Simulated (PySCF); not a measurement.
C2H3ClF2Si. Atoms are numbered in the order given.

```xyz
9

F     -2.4141    -1.0276    -0.9305
C     -2.3214     0.0524    -0.1660
C     -1.1632     0.4903     0.3257
Si     0.4695    -0.3082     0.0069
F      0.9298    -1.1602     1.3052
Cl     1.8654     1.1796    -0.2477
H     -3.2993     0.5184    -0.0015
H     -1.2114     1.3908     0.9453
H      0.4918    -1.2127    -1.1609
```
Charge 0, spin multiplicity 1.

Coordinates come from a PBE0-D3(BJ)/def2-SVP optimisation. The structure was generated by enumeration; whether it is a known compound was not checked. Other conformers were not sampled.

The numbers are results of PBE0-D3(BJ)/def2-SVP (PySCF), not measurements.

Frequencies are harmonic and unscaled.

| mode | ν (cm⁻¹) | IR (km/mol) | Raman (Å⁴/amu) | depolarisation | moving atoms (share of kinetic energy) |
|---|---|---|---|---|---|
| 1 | 19 | 1.6 | 0.8 | 0.75 | F 56 %, Cl 15 %, C 14 %, Si 9 % |
| 2 | 130 | 2.5 | 1.0 | 0.53 | F 52 %, C 17 %, Si 16 %, Cl 8 % |
| 3 | 158 | 1.1 | 3.4 | 0.72 | F 31 %, Cl 25 %, C 24 %, H 13 % |
| 4 | 225 | 13.8 | 2.2 | 0.74 | F 49 %, C 16 %, Si 14 %, Cl 12 %, H 9 % |
| 5 | 285 | 10.8 | 1.1 | 0.47 | F 35 %, Si 30 %, Cl 25 % |
| 6 | 427 | 24.7 | 3.6 | 0.75 | C 60 %, H 20 %, F 13 % |
| 7 | 545 | 66.8 | 8.1 | 0.14 | Si 32 %, Cl 32 %, C 23 %, F 8 % |
| 8 | 627 | 28.3 | 5.6 | 0.75 | C 36 %, Si 27 %, H 20 %, Cl 9 %, F 8 % |
| 9 | 768 | 171.5 | 5.2 | 0.36 | C 34 %, H 29 %, Si 28 %, F 8 % |
| 10 | 781 | 38.2 | 2.6 | 0.73 | H 73 %, C 22 % |
| 11 | 830 | 68.5 | 6.6 | 0.71 | H 76 %, F 12 % |
| 12 | 843 | 34.6 | 6.3 | 0.60 | H 69 %, C 20 %, F 9 % |
| 13 | 923 | 214.7 | 2.3 | 0.15 | Si 46 %, F 43 %, H 10 % |
| 14 | 982 | 1.2 | 2.5 | 0.73 | H 73 %, C 27 % |
| 15 | 1050 | 78.2 | 9.0 | 0.41 | H 64 %, F 19 %, C 16 % |
| 16 | 1259 | 75.0 | 5.1 | 0.68 | H 48 %, C 31 %, F 21 % |
| 17 | 1380 | 9.1 | 5.4 | 0.61 | H 69 %, C 30 % |
| 18 | 1725 | 237.3 | 34.1 | 0.16 | C 93 % |
| 19 | 2322 | 81.5 | 110.8 | 0.17 | H 97 % |
| 20 | 3203 | 8.5 | 76.0 | 0.61 | H 92 % |
| 21 | 3224 | 2.9 | 125.5 | 0.15 | H 91 %, C 9 % |
